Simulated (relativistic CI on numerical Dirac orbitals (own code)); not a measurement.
**One change at a time: Cd²⁶⁺**

Base calculation: Dirac-Coulomb-Breit CI, separate exchange-only KLI orbitals for each configuration, model QED (radiative potential, 1s self-energy scaled to tabulated hydrogen-like ionisation energies), unscaled Slater integrals.

Configuration list (outside the closed core [Ne]): 3s2 3p6 3d4, 3s2 3p5 3d5, 3s 3p6 3d5, 3s2 3p6 3d3 4s, 3s2 3p6 3d3 4p, 3s2 3p6 3d3 4d, 3s2 3p6 3d3 4f, 3s2 3p5 3d4 4s, 3s2 3p5 3d4 4p, 3s2 3p6 3d2 4s 4p, 3s 3p6 3d4 4s, 3s2 3p6 3d3 5s, 3s2 3p6 3d3 5p, 3s 3p6 3d4 4p, 3p6 3d5 4p, 3s2 3p6 3d3 5d, 3s 3p6 3d4 4d, 3s2 3p6 3d3 5g, 3s2 3p6 3d3 6s, 3p6 3d6, 3p5 3d7, 3s2 3p6 3d2 4s2, 3s2 3p6 3d 4s2 4p, 3s2 3p6 3d 4s2 4d, 3s2 3p6 3d 4s2 4f, 3p6 3d5 4s, 3p5 3d6 4s, 3s2 3p6 3d2 4p2, 3s2 3p6 3d 4s 4p2, 3s2 3p6 3d 4p3, 3s2 3p6 3d 4p2 4d, 3s2 3p6 3d 4p2 4f, 3s2 3p6 3d2 4s 4d, 3s2 3p6 3d 4s 4p 4d, 3s2 3p6 3d 4s 4d2, 3s2 3p6 3d 4s 4d 4f, 3p6 3d5 4d, 3p5 3d6 4d, 3s2 3p6 3d2 4d2, 3s2 3p6 3d 4p 4d2, 3s2 3p6 3d 4d3, 3s2 3p6 3d 4d2 4f, 3s 3p6 3d3 4s2, 3s 3p6 3d2 4s2 4p, 3s 3p6 3d2 4s2 4d, 3s 3p6 3d2 4s2 4f. Double excitations out of closed p, d and f shells are left out; levels of such configurations are missing from the list, as are those of other unlisted configurations, and high levels can miss mixing partners. These lack a partner that the ground configuration has and come out too high: 3s2 3p5 3d4 4p.

Variants: (1) only the first 3 configurations; (2) non-relativistic limit. Shifts of the energy above 3s2 3p6 3d4 5D_0, in cm⁻¹, for the lowest level and the first level of each name with at least 55 % of one term (blank where a level changes its place among those of its configuration and J or its character, or is not in the variant):

```tsv
Level	Base	Δ(1)	Δ(2)
3s2 3p6 3d4 5D_0	0.0	0.0	0.0
3s2 3p6 3d4 5D_1	31164.3	-118.7	-31164.2
3s2 3p6 3d4 5D_2	55770.8	-165.1	-55770.8
3s2 3p6 3d4 5D_3	73459.0	-180.2	-73459.0
3s2 3p6 3d4 5D_4	82155.4	-248.1	-82155.4
3s2 3p6 3d4 3G_3	150455.1	-476.8	
3s2 3p6 3d4 3F_2	155853.2	-235.8	
3s2 3p6 3d4 3H_5	157440.2	-917.6	-67517.3
3s2 3p6 3d4 3P_1	162444.1	-74.4	-65087.0
3s2 3p6 3d4 3H_6	169220.1	-1092.4	-79297.2
3s2 3p6 3d4 3G_4	186682.6	-734.2	
3s2 3p6 3d4 3G_5	233141.2	-758.0	-123905.0
3s2 3p6 3d4 1I_6	243060.7	-1275.1	-108800.0
3s2 3p6 3d4 3D_1	245178.6	-341.8	-108866.9
```

At this charge energies of transitions that change n are usually good to better than 1 %, and those within a shell (Δn = 0) to a few per cent. Terms inside the open d or f shell come out 10 to 20 % too wide with unscaled integrals.

Ionisation energy from the two ground configurations alone: base 1400.32 eV. The NIST ASD value (theoretical) is 1401 eV.

LS names give the leading component of a level, which can be under half, so a name can repeat, a term be missing and a line seem to break the LS rules.
